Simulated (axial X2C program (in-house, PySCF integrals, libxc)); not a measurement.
Spin–orbit effects down a group: molecules with Li, PBE0

All values come from calculations with an in-house relativistic program for diatomic molecules, spin-free (one-electron X2C) or two-component (2c: spin–orbit coupling with atomic mean-field Coulomb and Gaunt terms, which also bring small scalar terms), in Dyall basis sets with cores contracted in-house; open shells are unrestricted.

Basis sets: Cd dyall-cv3z, Hg dyall-cv3z, Li dyall-cv3z, Zn dyall-cv3z.

```csv
molecule,spin-free state,Re (Å),ωe (cm⁻¹),De (eV),2c state,Re 2c (Å),ωe 2c (cm⁻¹),De 2c (eV)
LiZn,"M_S = 1/2, Λ = 0",2.933,163.1,0.18,Ω = 1/2,2.934,163.0,0.18
LiCd,"M_S = 1/2, Λ = 0",3.037,161.0,0.19,Ω = 1/2,3.035,161.4,0.19
LiHg,"M_S = 1/2, Λ = 0",2.980,148.6,0.15,Ω = 1/2,2.923,159.5,0.17
```

(1) Work out the shifts from the spin-free to the two-component result.

Each entry is the lowest single determinant of a limited PBE0 search at one distance. De goes to single-determinant-based atoms at the same level (for ions the charge split of lowest energy) and is withheld (n/a) where an atom does not fit its ground term or J level. Main or longest-lived isotopes.

## Answers

(1) 

```
molecule  2c state  ΔRe (Å)  Δωe (cm⁻¹)  ΔDe (eV)
    LiZn   Ω = 1/2    0.001        -0.1      0.00
    LiCd   Ω = 1/2   -0.002         0.4      0.00
    LiHg   Ω = 1/2   -0.057        10.9      0.02
```

Shifts of one unit in the last digit are rounding.
